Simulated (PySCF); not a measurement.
B(H)(SeH)2 (BH₃Se₂), SMILES [SeH]B[SeH].

Coordinates come from a B3LYP-D3(BJ)/def2-SVP optimisation. This is a generated structure with no PubChem entry under its InChIKey; it may be hypothetical. Other conformers were not sampled.

Two levels are set side by side: TDA-PBE/def2-SVPD (PySCF) and TDA-B3LYP/def2-SVPD (PySCF). Vertical, same geometry. The lowest singlet is HOMO→LUMO+1 99 % with PBE and HOMO→LUMO+1 98 % with the other functional; states are paired by order. Differences are taken from unrounded values.

```csv
quantity,TDA-B3LYP,TDA-PBE,TDA-PBE minus TDA-B3LYP
lowest singlet excitation (eV),4.91,4.66,-0.25
lowest triplet excitation (TDA) (eV),3.93,3.65,-0.28
first bright state (f over 0.05) (eV),5.09,4.90,-0.19
its oscillator strength,0.33,0.33,0.00
```

A lower first singlet is the usual sign of a functional without exact exchange. Differences between two approximate levels are no errors against the true value.

Rough cost on one machine, each run with all the roots and properties that it gave: TDA-B3LYP against TDA-PBE within a factor of 2.
